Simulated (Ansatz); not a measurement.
Compare A (`C[SiH2][Se]C=O`) with its isomer B (`CC1(O)[SiH2][Se]1`).

Computed with Ansatz on PBE0-D4/def2-TZVP structures; ΔE is electronic, products minus reactants. CCSD(T)/CBS is the MP2 limit (def2-TZVPP, def2-QZVPP) plus CCSD(T) − MP2 in def2-TZVPP, frozen cores. Functionals use def2-TZVPP. B3LYP here is the variant with VWN-RPA as its local correlation; programs differ in this. For Se outer-core shells are correlated without core-valence functions, which leaves a few kJ/mol of doubt a bond. Scalar relativity is left out up to krypton. Each species was taken in one conformer, which may not be the lowest.

(1) Which isomer does CCSD(T)/CBS put lower? Give the gap. (Estimate.)

(2) Give E(B) − E(A) in kcal/mol with PBE0-D4, B2PLYP, CCSD/def2-TZVPP, ωB97M-V, r2SCAN-D4, B3LYP-D4, B3LYP. (An estimate is asked.)

Largest T1 diagnostic: 0.014.

## Answers

(1) Computed: A, by 16.3 kcal/mol.

(2) Ansatz gave: PBE0-D4 16.2, B2PLYP 20.1, CCSD/def2-TZVPP 18.0, ωB97M-V 17.5, r2SCAN-D4 18.6, B3LYP-D4 20.5, B3LYP 21.7. None reverses the order clearly.

The D4 term adds −1.2 kcal/mol with B3LYP and −0.6 kcal/mol with PBE0; it sums over pairs of atoms, weighted by their polarisabilities, and B3LYP, whose exchange is more repulsive, gets the larger term. In def2-TZVPP, CCSD(T) changes the Hartree–Fock value by −5.7 kcal/mol (the triples alone add −0.3 kcal/mol) and MP2 by −7.6 kcal/mol.
